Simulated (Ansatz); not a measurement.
Ansatz (a quantum-chemistry and plane-wave program) job for C4H7FO2, SMILES C=C(F)OCCO, PBE-D3(BJ)/def2-SVP. 

Ansatz 0.2 input:
```yaml
crystal:
  periodic: [false, false, false]
  atoms:
    - {symbol: C, position_ang: [2.37027272, 0.59459275, -0.57410092]}
    - {symbol: C, position_ang: [1.43165865, 0.01365131, 0.17097261]}
    - {symbol: F, position_ang: [1.71988091, -0.98781918, 1.01707835]}
    - {symbol: O, position_ang: [0.14295153, 0.36396017, 0.20746113]}
    - {symbol: C, position_ang: [-0.83662012, -0.69009173, 0.16332829]}
    - {symbol: C, position_ang: [-2.18728178, -0.00881465, 0.08903822]}
    - {symbol: O, position_ang: [-2.31280458, 0.78463058, -1.06324541]}
    - {symbol: H, position_ang: [2.09126728, 1.38214712, -1.27183828]}
    - {symbol: H, position_ang: [3.41287334, 0.30046172, -0.46431297]}
    - {symbol: H, position_ang: [-0.75322240, -1.32546708, 1.05946327]}
    - {symbol: H, position_ang: [-0.66203146, -1.30466272, -0.73704822]}
    - {symbol: H, position_ang: [-2.97286089, -0.78063997, 0.05204725]}
    - {symbol: H, position_ang: [-2.34092892, 0.57672774, 1.01878038]}
    - {symbol: H, position_ang: [-1.56337765, 1.39705382, -1.05995152]}
basis:
  gaussian:
    orbitals: def2-SVP
hamiltonian:
  xc: pbe
  dispersion: d3bj
relax: {f_tol: 0.002, max_steps: 200}
```

Log of the run:

```
WARN ansatz: RAYON_NUM_THREADS=1 ignored (pool sized by the plan → 1); use --threads N
Functional definition: PBE
integrals: 0.08 GiB planned
1472 factors; their error is unknown
mean field: 0.43 GiB planned
mean field evaluation 1: about -11039.4135 eV, gradient 7.2e1 eV
mean field evaluation 2: about -11021.4970 eV, gradient 1.1e2 eV
mean field evaluation 4: about -11051.1084 eV, gradient 7.2e0 eV
mean field evaluation 8: about -11051.2381 eV, gradient 3.6e-1 eV
mean field evaluation 16: about -11051.1614 eV, gradient 1.1e-3 eV
mean field -11051.16139296 eV, -406.1226904450 hartree, gradient 2.4e-5 eV, S^2 0.000000; 0 other end points of the search recorded, 0 dependent functions left out
the calculation of the forces begins
reference -11051.16142655 eV, -406.1226916796 hartree; 28, 28 occupied and 105, 105 virtual orbitals, 1472 factors
relax step   1: F+E_penalty+E_count = -11051.42309029 eV  Δ(F+E_penalty+E_count) = +0.000e0 eV  max|allowed force component| = 4.180e-1 eV/Å  Δτ_max = 0.0000 Å  (30 SCF iters, accepted)
these checks for a lower state are left out or cut short: starts, cluster_reference, orbital_swaps, neighbouring_geometries, increment
integrals: 0.08 GiB planned
1472 factors; their error is unknown
mean field: 0.43 GiB planned
mean field -11051.17763070 eV, -406.1232871711 hartree, gradient 1.7e-5 eV, S^2 0.000000; 0 other end points of the search recorded, 0 dependent functions left out
the calculation of the forces begins
reference -11051.17766444 eV, -406.1232884108 hartree; 28, 28 occupied and 105, 105 virtual orbitals, 1472 factors
relax step   2: F+E_penalty+E_count = -11051.43861377 eV  Δ(F+E_penalty+E_count) = -1.552e-2 eV  max|allowed force component| = 1.369e-1 eV/Å  Δτ_max = 0.0236 Å  (32 SCF iters, accepted)
these checks for a lower state are left out or cut short: starts, cluster_reference, orbital_swaps, neighbouring_geometries, increment
integrals: 0.08 GiB planned
1472 factors; their error is unknown
mean field: 0.42 GiB planned
mean field evaluation 32: about -11051.1798 eV, gradient 1.5e-3 eV
mean field -11051.17977681 eV, -406.1233660389 hartree, gradient 1.8e-5 eV, S^2 0.000000; 0 other end points of the search recorded, 0 dependent functions left out
the calculation of the forces begins
reference -11051.17981057 eV, -406.1233672799 hartree; 28, 28 occupied and 105, 105 virtual orbitals, 1472 factors
relax step   3: F+E_penalty+E_count = -11051.44048215 eV  Δ(F+E_penalty+E_count) = -1.868e-3 eV  max|allowed force component| = 3.820e-2 eV/Å  Δτ_max = 0.0130 Å  (32 SCF iters, accepted)
these checks for a lower state are left out or cut short: starts, cluster_reference, orbital_swaps, neighbouring_geometries, increment
integrals: 0.08 GiB planned
1472 factors; their error is unknown
mean field: 0.43 GiB planned
mean field -11051.17992639 eV, -406.1233715360 hartree, gradient 1.8e-5 eV, S^2 0.000000; 0 other end points of the search recorded, 0 dependent functions left out
the calculation of the forces begins
reference -11051.17996016 eV, -406.1233727772 hartree; 28, 28 occupied and 105, 105 virtual orbitals, 1472 factors
relax step   4: F+E_penalty+E_count = -11051.44063507 eV  Δ(F+E_penalty+E_count) = -1.529e-4 eV  max|allowed force component| = 2.146e-2 eV/Å  Δτ_max = 0.0108 Å  (32 SCF iters, accepted)
these checks for a lower state are left out or cut short: starts, cluster_reference, orbital_swaps, neighbouring_geometries, increment
integrals: 0.08 GiB planned
1472 factors; their error is unknown
mean field: 0.43 GiB planned
mean field -11051.18004613 eV, -406.1233759363 hartree, gradient 1.8e-5 eV, S^2 0.000000; 0 other end points of the search recorded, 0 dependent functions left out
the calculation of the forces begins
reference -11051.18007991 eV, -406.1233771778 hartree; 28, 28 occupied and 105, 105 virtual orbitals, 1472 factors
relax step   5: F+E_penalty+E_count = -11051.44064379 eV  Δ(F+E_penalty+E_count) = -8.713e-6 eV  max|allowed force component| = 3.496e-2 eV/Å  Δτ_max = 0.0099 Å  (32 SCF iters, accepted)
these checks for a lower state are left out or cut short: starts, cluster_reference, orbital_swaps, neighbouring_geometries, increment
integrals: 0.08 GiB planned
1472 factors; their error is unknown
mean field: 0.43 GiB planned
mean field -11051.18006458 eV, -406.1233766144 hartree, gradient 1.8e-5 eV, S^2 0.000000; 0 other end points of the search recorded, 0 dependent functions left out
the calculation of the forces begins
reference -11051.18009835 eV, -406.1233778555 hartree; 28, 28 occupied and 105, 105 virtual orbitals, 1472 factors
relax step   6: F+E_penalty+E_count = -11051.44077238 eV  Δ(F+E_penalty+E_count) = -1.286e-4 eV  max|allowed force component| = 9.802e-3 eV/Å  Δτ_max = 0.0034 Å  (33 SCF iters, accepted)
these checks for a lower state are left out or cut short: starts, cluster_reference, orbital_swaps, neighbouring_geometries, increment
integrals: 0.08 GiB planned
1472 factors; their error is unknown
mean field: 0.43 GiB planned
mean field -11051.18006715 eV, -406.1233767089 hartree, gradient 9.9e-6 eV, S^2 0.000000; 0 other end points of the search recorded, 0 dependent functions left out
the calculation of the forces begins
reference -11051.18010092 eV, -406.1233779499 hartree; 28, 28 occupied and 105, 105 virtual orbitals, 1472 factors
relax step   7: F+E_penalty+E_count = -11051.44079547 eV  Δ(F+E_penalty+E_count) = -2.309e-5 eV  max|allowed force component| = 4.166e-3 eV/Å  Δτ_max = 0.0039 Å  (24 SCF iters, accepted)
these checks for a lower state are left out or cut short: starts, cluster_reference, orbital_swaps, neighbouring_geometries, increment
integrals: 0.08 GiB planned
1472 factors; their error is unknown
mean field: 0.43 GiB planned
mean field evaluation 64: about -11051.1801 eV, gradient 2.2e-4 eV
mean field -11051.18008422 eV, -406.1233773360 hartree, gradient 1.7e-5 eV, S^2 0.000000; 0 other end points of the search recorded, 0 dependent functions left out
the calculation of the forces begins
reference -11051.18011798 eV, -406.1233785769 hartree; 28, 28 occupied and 105, 105 virtual orbitals, 1472 factors
relax step   8: F+E_penalty+E_count = -11051.44080500 eV  Δ(F+E_penalty+E_count) = -9.529e-6 eV  max|allowed force component| = 2.179e-3 eV/Å  Δτ_max = 0.0042 Å  (24 SCF iters, accepted)
these checks for a lower state are left out or cut short: starts, cluster_reference, orbital_swaps, neighbouring_geometries, increment
integrals: 0.08 GiB planned
1472 factors; their error is unknown
mean field: 0.43 GiB planned
mean field -11051.18011051 eV, -406.1233783024 hartree, gradient 1.3e-5 eV, S^2 0.000000; 0 other end points of the search recorded, 0 dependent functions left out
the calculation of the forces begins
reference -11051.18014427 eV, -406.1233795431 hartree; 28, 28 occupied and 105, 105 virtual orbitals, 1472 factors
relax step   9: F+E_penalty+E_count = -11051.44080998 eV  Δ(F+E_penalty+E_count) = -4.981e-6 eV  max|allowed force component| = 2.309e-3 eV/Å  Δτ_max = 0.0037 Å  (24 SCF iters, accepted)
these checks for a lower state are left out or cut short: starts, cluster_reference, orbital_swaps, neighbouring_geometries, increment
integrals: 0.08 GiB planned
1472 factors; their error is unknown
mean field: 0.42 GiB planned
mean field -11051.18014005 eV, -406.1233793878 hartree, gradient 1.4e-5 eV, S^2 0.000000; 0 other end points of the search recorded, 0 dependent functions left out
the calculation of the forces begins
reference -11051.18017380 eV, -406.1233806283 hartree; 28, 28 occupied and 105, 105 virtual orbitals, 1472 factors
relax step  10: F+E_penalty+E_count = -11051.44081382 eV  Δ(F+E_penalty+E_count) = -3.841e-6 eV  max|allowed force component| = 1.345e-3 eV/Å  Δτ_max = 0.0042 Å  (24 SCF iters, accepted)
these checks for a lower state are left out or cut short: starts, cluster_reference, orbital_swaps, neighbouring_geometries, increment
integrals: 0.08 GiB planned
1472 factors; their error is unknown
mean field: 0.43 GiB planned
mean field -11051.18014684 eV, -406.1233796373 hartree, gradient 1.4e-5 eV, S^2 0.000000; 0 other end points of the search recorded, 0 dependent functions left out
the calculation of the forces begins
reference -11051.18018058 eV, -406.1233808775 hartree; 28, 28 occupied and 105, 105 virtual orbitals, 1472 factors
relax step  11: F+E_penalty+E_count = -11051.44081532 eV  Δ(F+E_penalty+E_count) = -1.506e-6 eV  max|allowed force component| = 8.575e-4 eV/Å  Δτ_max = 0.0026 Å  (24 SCF iters, accepted)
these checks for a lower state are left out or cut short: starts, cluster_reference, orbital_swaps, neighbouring_geometries, increment
integrals: 0.08 GiB planned
1472 factors; their error is unknown
mean field: 0.42 GiB planned
mean field -11051.18014247 eV, -406.1233794770 hartree, gradient 1.3e-5 eV, S^2 0.000000; 0 other end points of the search recorded, 0 dependent functions left out
the calculation of the forces begins
reference -11051.18017621 eV, -406.1233807169 hartree; 28, 28 occupied and 105, 105 virtual orbitals, 1472 factors
relax step  12: F+E_penalty+E_count = -11051.44081541 eV  Δ(F+E_penalty+E_count) = -8.954e-8 eV  max|allowed force component| = 2.047e-3 eV/Å  Δτ_max = 0.0022 Å  (24 SCF iters, accepted)
these checks for a lower state are left out or cut short: starts, cluster_reference, orbital_swaps, neighbouring_geometries, increment
integrals: 0.08 GiB planned
1472 factors; their error is unknown
mean field: 0.42 GiB planned
mean field evaluation 96: about -11051.1801 eV, gradient 7.3e-6 eV
mean field -11051.18013138 eV, -406.1233790693 hartree, gradient 7.3e-6 eV, S^2 0.000000; 0 other end points of the search recorded, 0 dependent functions left out
the calculation of the forces begins
reference -11051.18016512 eV, -406.1233803091 hartree; 28, 28 occupied and 105, 105 virtual orbitals, 1472 factors
relax step  13: F+E_penalty+E_count = -11051.44081610 eV  Δ(F+E_penalty+E_count) = -6.896e-7 eV  max|allowed force component| = 1.647e-3 eV/Å  Δτ_max = 0.0011 Å  (23 SCF iters, accepted)
integrals: 0.08 GiB planned
1472 factors; their error is unknown
mean field: 0.42 GiB planned
mean field -11051.18013138 eV, -406.1233790693 hartree, gradient 7.3e-6 eV, S^2 0.000000; 1 other end points of the search recorded, 0 dependent functions left out
the calculation of the forces begins
reference -11051.18016512 eV, -406.1233803091 hartree; 28, 28 occupied and 105, 105 virtual orbitals, 1472 factors
Total energy: -11051.44084984 eV, -406.1329602959 hartree
Atom 0 at     2.387198     0.609245    -0.569881 Å, force    -0.000107    -0.000060     0.001517 eV/Å
Atom 1 at     1.433950     0.005994     0.156921 Å, force     0.000216    -0.001126    -0.001647 eV/Å
Atom 2 at     1.714271    -1.019444     0.989103 Å, force    -0.000204     0.000861    -0.000014 eV/Å
Atom 3 at     0.140617     0.365466     0.187118 Å, force    -0.000738     0.000111     0.000473 eV/Å
Atom 4 at    -0.845270    -0.693181     0.166098 Å, force     0.000153    -0.001528    -0.000450 eV/Å
Atom 5 at    -2.195361    -0.003418     0.092600 Å, force     0.000390     0.001482     0.000480 eV/Å
Atom 6 at    -2.327418     0.779019    -1.071853 Å, force    -0.000260    -0.000206    -0.000062 eV/Å
Atom 7 at     2.111863     1.413957    -1.261167 Å, force    -0.000204     0.000005    -0.000230 eV/Å
Atom 8 at     3.436564     0.317120    -0.446735 Å, force    -0.000140    -0.000013    -0.000164 eV/Å
Atom 9 at    -0.754339    -1.322954     1.076222 Å, force     0.000255     0.000377    -0.000254 eV/Å
Atom 10 at    -0.679441    -1.324868    -0.734848 Å, force     0.000469     0.000220     0.000196 eV/Å
Atom 11 at    -2.990235    -0.778253     0.072341 Å, force     0.000479     0.000009    -0.000104 eV/Å
Atom 12 at    -2.340302     0.593417     1.028261 Å, force    -0.000506     0.000112     0.000057 eV/Å
Atom 13 at    -1.552321     1.373628    -1.076509 Å, force     0.000197    -0.000243     0.000202 eV/Å
Dipole moment:     0.009547    -0.084654     0.095182 e Å
```

Self-consistency was reached.
